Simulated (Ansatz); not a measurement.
Basis-set extrapolation for C2HCl2F3, SMILES `FC(F)(F)C(Cl)Cl` (PBE0-D4/def2-TZVP geometry, frozen core, Ansatz). Multiplicity 1, RHF reference.

```csv
,def2-TZVPP,def2-QZVPP
HF,-1293.820802,-1293.862114
MP2 correlation,-1.441772,-1.575340
CCSD(T) correlation,-1.532626,not run
```

Energies in hartree. Use E(X) = E(∞) + A·exp(−7.88·√X) for Hartree–Fock and E(X) = E(∞) + B·X^(−2.97) for correlation, with X = 3 and 4, and add CCSD(T) minus MP2 of the smaller set to the MP2 limit.

Question: What is the CCSD(T) energy at the basis-set limit?

Answer: HF limit: -1293.862114 + (-0.041312) × 0.13774 = -1293.86780. MP2 limit: -1.575340 + (-0.133568) × 0.74074 = -1.67428. Higher-order term: -1.532626 − (-1.441772) = -0.09085. Total: -1295.63293 hartree, 175.4 kcal/mol below CCSD(T)/def2-TZVPP.
